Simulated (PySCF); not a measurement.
**Relaxation of singlet GeFCl**

Computed with PBE0 in PySCF with Ge def2-TZVP, F def2-TZVP, Cl def2-TZVP; no relativity; density-fitted integrals. A (50,194) grid was used.

A start displaced from a saddle point along its imaginary mode, of Cs symmetry, held to at least that symmetry:

```xyz
3
charge 0 multiplicity 1, angstrom
Ge   -0.0034    0.0545   -0.3725
F     0.0076   -0.1198   -2.1833
Cl    0.0032   -0.0502    1.9736
```

Q: What forces act on the atoms at the start (eV/Å)?

A: 
```json
{"atom": "Ge1", "Fx": "-0.04", "Fy": "0.57", "Fz": "-0.14"}
{"atom": "F2", "Fx": "0.02", "Fy": "-0.31", "Fz": "0.24"}
{"atom": "Cl3", "Fx": "0.02", "Fy": "-0.26", "Fz": "-0.10"}
```

Q: What does it relax to?

A: It ends at Cs with Ge–Cl 2.180 Å, Ge–F 1.748 Å; Cl–Ge–F 98.5° (after a last refinement on a finer grid). A frequency run shows a minimum.

Q: How much energy is released, and in how many steps?

A: 162.3 kJ/mol in 9 steps.
